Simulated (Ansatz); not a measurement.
C3H4O, SMILES `CC=C=O` (charge 0, multiplicity 1).

Cartesian coordinates (Å):
```xyz
8

C     -0.9698    -0.0914    -0.0685
C      0.4494     0.4061    -0.1965
C      1.4796    -0.2101     0.3242
O      2.3924    -0.7619     0.7890
H     -1.5990     0.6462     0.4346
H     -1.0142    -1.0148     0.5082
H     -1.4050    -0.2903    -1.0503
H      0.6666     1.3164    -0.7406
```
Charge 0, spin multiplicity 1.

Frozen-core energies in 6-31g from Ansatz (a first-principles code) at a geometry from B3LYP-D3(BJ)/def2-TZVP; the HF reference has <S^2> = 0.00 and the T1 diagnostic is 0.015.

```tsv
level	energy (Ha)
HF	-190.66740
MP2	-191.05968
CCSD	-191.08087
CCSD(T)	-191.09478
```

Estimate the energies of CCSDT and CCSDT(Q), and give each level's difference from CCSDT(Q).


```tsv
level	energy (Ha)	difference from CCSDT(Q) (mHa)
MP2	-191.05968	37.19
CCSD	-191.08087	15.99
CCSD(T)	-191.09478	2.09
CCSDT	-191.09546	1.41
CCSDT(Q)	-191.09687	0.00
```
